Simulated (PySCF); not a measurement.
A PySCF script (with the pyscf-properties extension) for the NMR shieldings of `C[Si]1(N([SiH3])[SiH3])C[SiH2]C1`, C₃H₁₅NSi₄, on a GFN2-xTB geometry:

```python
import basis_set_exchange as bse
import numpy as np
from pyscf import gto, dft
from pyscf.prop import nmr

atoms = """
C     0.003434    2.149583   -0.919337
Si    0.253688    0.433451   -0.153280
N    -1.279108   -0.288356    0.296712
Si   -2.615845    0.752886    0.701508
Si   -1.411684   -2.025879    0.328590
C     1.557130    0.357553    1.259286
Si    2.687395   -0.778732    0.213417
C     1.396950   -0.704821   -1.194292
H     0.954148    2.568560   -1.230944
H    -0.447480    2.833746   -0.209701
H    -0.643138    2.102943   -1.788875
H    -3.136391    1.382249   -0.516474
H    -3.654282   -0.061314    1.326199
H    -2.139401    1.777713    1.633681
H    -2.518274   -2.380643    1.215371
H    -0.158955   -2.582189    0.842376
H    -1.679265   -2.517764   -1.028430
H     2.002425    1.310450    1.531836
H     1.198501   -0.095600    2.179220
H     2.915491   -2.112783    0.774899
H     3.976620   -0.169904   -0.131213
H     1.764363   -0.258213   -2.113941
H     0.968925   -1.665954   -1.460655
"""
names = dict.fromkeys(["C", "Si", "N", "H"], "pcSseg-1")
basis = {el: gto.basis.parse(bse.get_basis(n, elements=[el], fmt="nwchem")) for el, n in names.items()}
mol = gto.M(atom=atoms, basis=basis, charge=0, verbose=0)
mf = dft.RKS(mol, xc="PBE0")
mf.grids.level = 2
mf.grids.alignment = dft.numint.BLKSIZE   # the property module wants whole blocks of grid points
mf.conv_tol = 1e-9
mf.kernel()

calc = nmr.RKS(mf)   # GIAO
C = mf.mo_coeff
Co = C[:, mf.mo_occ > 0]
resp = mf.gen_response(singlet=True, hermi=2)
def vind(x):   # induced exchange potential for any number of trial vectors
    d = np.einsum("pi,xij,qj->xpq", C, 2 * x.reshape(-1, C.shape[1], Co.shape[1]), Co, optimize=True)
    return np.einsum("xpq,pi,qj->xij", resp(d - d.transpose(0, 2, 1)), C, Co, optimize=True).ravel()
mo1, _ = nmr.rhf.solve_mo1(calc, with_cphf=vind)
sigma = calc.kernel(mo1)
for i, s in enumerate(sigma):   # ppm
    w = np.linalg.eigvalsh((s + s.T) / 2)
    print("%2d %-2s iso %8.1f  s11 %8.1f  s22 %8.1f  s33 %8.1f" % (i, mol.atom_pure_symbol(i), w.mean(), *w))
```

**Question.** What are the results?

**Answer.** 
```
 0 C  iso    183.8  s11    179.0  s22    180.5  s33    191.8
 1 Si iso    333.8  s11    309.3  s22    326.6  s33    365.4
 2 N  iso    258.1  s11    221.3  s22    265.0  s33    288.0
 3 Si iso    399.7  s11    352.8  s22    379.7  s33    466.7
 4 Si iso    397.1  s11    350.7  s22    378.2  s33    462.4
 5 C  iso    180.0  s11    153.3  s22    182.4  s33    204.2
 6 Si iso    401.1  s11    368.9  s22    405.2  s33    429.3
 7 C  iso    182.4  s11    158.6  s22    186.1  s33    202.4
 8 H  iso     31.4  s11     26.8  s22     29.4  s33     38.1
 9 H  iso     31.1  s11     26.6  s22     29.5  s33     37.3
10 H  iso     31.2  s11     27.1  s22     28.8  s33     37.6
11 H  iso     26.9  s11     23.0  s22     25.2  s33     32.6
12 H  iso     27.0  s11     23.2  s22     25.7  s33     32.1
13 H  iso     26.9  s11     23.1  s22     25.5  s33     32.1
14 H  iso     26.9  s11     23.3  s22     25.4  s33     32.1
15 H  iso     26.8  s11     22.5  s22     27.0  s33     30.9
16 H  iso     26.8  s11     23.3  s22     24.3  s33     32.8
17 H  iso     30.9  s11     26.8  s22     28.4  s33     37.6
18 H  iso     31.0  s11     27.3  s22     28.8  s33     37.1
19 H  iso     27.0  s11     24.2  s22     24.4  s33     32.5
20 H  iso     27.1  s11     24.1  s22     24.3  s33     32.8
21 H  iso     31.0  s11     26.9  s22     28.3  s33     37.9
22 H  iso     30.8  s11     26.4  s22     29.0  s33     36.9
```

These numbers come from an equivalent density-fitted implementation of the same equations, which agrees with the script to about 0.01 ppm for H and up to a few tenths of a ppm for heavy atoms, so last digits may differ.

Size and cost of the density-fitted run: 239 basis functions, 3.3 min wall time on 1 thread of an Intel Xeon, shared host; peak memory 1.2 GiB.
